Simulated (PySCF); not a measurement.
## Core-level binding energies of `C[Se]/C=C/F`

Compound: C₃H₅FSe.
Atom-mapped SMILES: `[CH3:1][Se:2]/[CH:3]=[CH:4]/[F:5]`

The calculation used delta-SCF UKS SCAN, pcX-2 on the ionised atom, pcseg-1 elsewhere, spin-free X2C (PySCF 2.14.0). These are vertical core ionisation energies against the vacuum level, from separate self-consistent calculations with and without the core hole.

**Question.** List the computed XPS lines with their assignment.

**Answer.** 
```
atom(s)                  bonded to  level  binding energy (eV)  above the level's lowest (eV)  count
     F5                          C   F 1s               693.09                           0.00      1
     C4   F, C (double bond) and H   C 1s               292.75                          +1.90      1
     C1                 Se and 3 H   C 1s               291.03                          +0.18      1
     C3  C (double bond), Se and H   C 1s               290.85                           0.00      1
```

The listed C 1s values span 1.90 eV, from C3 (bonded to C (double bond), Se and H) to C4 (bonded to F, C (double bond) and H). Summing the Pauling electronegativity differences to the bonded atoms, each weighted by its formal bond order, gives -0.35 for the lowest site and +1.08 for the highest; no listed site has a larger sum than the highest. The smallest sum, -1.05, belongs to C1, 0.18 eV above the lowest.

**Question.** Give the binding energy of C 1s of C4 in hartree and in kJ/mol.

**Answer.** 292.75 eV = 10.7584 Eh = 28246 kJ/mol.

**Question.** What is the C 1s shift of C1 against C4?

**Answer.** 291.03 − 292.75 = -1.72 eV, or -166 kJ/mol.

No level of selenium is listed. Geometry: PBE0-D3(BJ)/def2-SVP, one conformer, isolated molecule.

The values belong to the conformer `[CH3:1][Se:2]/[CH:3]=[CH:4]/[F:5]`: C1–Se2–C3–C4 120°.
